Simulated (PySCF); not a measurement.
Correlation energy of Br (bromine, neutral)

[Ar] 3d10 4s2 4p5, 2P determinant. All numbers are calculated (PySCF 2.14, scalar relativity through the core potential, in aug-cc-pVDZ-PP with ECP10MDF). Frozen: 3s2 3p6 3d10; 7 electrons correlated.

| level | correlation energy (mhartree) |
| --- | --- |
| CCSD | -113.83 |
| (T) | -1.79 |
| CCSD(T) | -115.62 |
| CCSDT | -115.91 |

Diagnostics: T1 = 0.0070, D1 = 0.0193, largest double amplitude 0.039.

Task: Is a single reference adequate?

Result: Yes, within this model without spin-orbit coupling: T1 lies below 0.03 and no double amplitude reaches 0.07.
